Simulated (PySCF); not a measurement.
C2HF3O2, triplet, at a GFN2-xTB geometry (a higher spin typed on purpose: for a closed-shell molecule this is an excited state). Base run: SVWN5/6-31G (PySCF).

PySCF was given this input:
```python
from pyscf import gto, scf, dft

mol = gto.M(
    atom='''
O     1.65790534   -0.88270612   -0.07220064
C     0.98936800    0.25369855   -0.36291891
O     1.22640711    1.42611907    0.05638304
C    -0.59071777   -0.06640763   -0.02476285
F    -0.78362860   -0.22649549    1.28232619
F    -1.35925859    0.90600159   -0.46203374
F    -0.91655170   -1.18974048   -0.63825805
H     2.06854888   -0.87893974    0.81432182
''',
    basis='6-31g',
    spin=2,
    verbose=3,
)

mf = dft.UKS(mol)
mf.xc = 'lda,vwn'
mf.kernel()
```

The base run was repeated with changes; each row names its change, and settings that it needs were set with it.

| change | ΔE vs base (mEh) | fitting functions | dipole (D) |
|---|---|---|---|
| base | 0.000 | - | 2.09 |
| auxbasis = cc-pvqz-jkfit | -0.078 | 793 | 2.09 |
| auxbasis = cc-pvtz-jkfit | -0.118 | 583 | 2.09 |
| auxbasis = even-tempered beta=2.0 | -1.915 | 547 | 2.09 |
| auxbasis = default (with mf = mf.density_fit()) | -0.254 | 513 | 2.09 |
| auxbasis = autoaux | -1.663 | 581 | 2.09 |
| auxbasis = even-tempered beta=1.6 | -1.496 | 793 | 2.09 |
| auxbasis = def2-svp-ri | -29.784 | 350 | 2.09 |
| auxbasis = cc-pvtz-ri | -0.509 | 597 | 2.09 |
| auxbasis = def2-universal-jfit | -0.281 | 354 | 2.09 |

A fitting set is made for a task (jfit for Coulomb, jkfit for Coulomb and exchange, ri for correlation) and for a family of orbital bases.

Open shells are given as the SCF converged; they aren't shown to be the lowest states, and a large step between rows can be another state.
